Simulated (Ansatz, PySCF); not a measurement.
Barrier from R1 to the saddle point P1, each structure at its B3LYP-D3(BJ)/def2-TZVP stationary point, reached from a drawn start; harmonic modes at that level show the others as minima.
R1, F3Si (SMILES F[Si](F)F) (charge 0, multiplicity 2):
```xyz
4

Si     0.0000     0.0000     0.4265
F      1.4830     0.0000    -0.1422
F     -0.7415     1.2843    -0.1422
F     -0.7415    -1.2843    -0.1422
```
P1, F3Si, a first-order saddle point (one imaginary mode, 700i cm⁻¹) (charge 0, multiplicity 2):
```xyz
4

Si     0.0000     0.0000     0.0000
F      1.6053     0.0000     0.0000
F     -0.8027     1.3903     0.0000
F     -0.8027    -1.3903     0.0000
```

P less R. No zero-point or thermal terms; open shells are unrestricted. No path was followed down from the saddle.

Cores are frozen in the correlated methods. CBS: X⁻³ extrapolation of the correlation energy, Hartree–Fock from the larger set.

The values were computed with Ansatz (a program for electronic structure) with Gaussian orbitals; PySCF for the D3/D4 terms. Each number belongs to the level named beside it.

```json
[
 {"level": "HF/cc-pV(D+d)Z", "barrier height (eV)": "2.284"},
 {"level": "SVWN5/def2-TZVPP", "barrier height (eV)": "1.220"},
 {"level": "BLYP-D4/def2-TZVPP", "barrier height (eV)": "1.202"},
 {"level": "revPBE/def2-TZVPP", "barrier height (eV)": "1.244"},
 {"level": "r2SCAN-D3(BJ)/def2-TZVPP", "barrier height (eV)": "1.521"},
 {"level": "CAM-B3LYP/def2-TZVPP", "barrier height (eV)": "1.521"},
 {"level": "wB97X-V/def2-TZVPP", "barrier height (eV)": "1.572"},
 {"level": "MP2/CBS(cc-pV(T+d)Z, cc-pV(Q+d)Z)", "barrier height (eV)": "(withheld)"},
 {"level": "CCSD(T)/CBS(cc-pV(T+d)Z, cc-pV(Q+d)Z)", "barrier height (eV)": "(withheld)"}
]
```

Question: Some entries are withheld; supply them.

Answer: 
- MP2/CBS(cc-pV(T+d)Z, cc-pV(Q+d)Z), barrier height (eV): 1.650
- CCSD(T)/CBS(cc-pV(T+d)Z, cc-pV(Q+d)Z), barrier height (eV): 1.675
